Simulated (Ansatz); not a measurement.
C3H7In, SMILES `C=C[CH2][InH2]` at its PBE0-D4/def2-TZVP geometry, where that method's forces vanish. The species carries charge 0 and has multiplicity 1. In: def2 effective core potential.

```xyz
11

C     0.7677   -1.2946    0.3060
C     0.0932   -0.6608   -0.6768
C    -1.1618    0.0794   -0.5231
In    0.0691    1.5769    0.5328
H     0.3326   -1.4425    1.2900
H     1.7368   -1.7392    0.1210
H     0.5903   -0.5681   -1.6418
H    -1.8647   -0.3445    0.1907
H    -1.6382    0.3727   -1.4524
H     1.1260    2.5668   -0.3863
H    -0.0511    1.4538    2.2399
```

Question: What forces (eV/Å) does PBE-D4/def2-TZVPP give on these atoms in the Gaussian-basis code of Ansatz? (An estimate is asked.)

Answer: Ansatz gave: 
```
C1   0.204 -0.199  0.275
C2  -0.225  0.181 -0.253
C3  -0.066 -0.111 -0.083
In4  0.033  0.177  0.060
H5  -0.077 -0.040  0.207
H6   0.205 -0.098 -0.020
H7   0.096  0.029 -0.211
H8  -0.144 -0.052  0.154
H9  -0.102  0.091 -0.172
H10  0.086  0.055 -0.074
H11 -0.010 -0.032  0.119
```
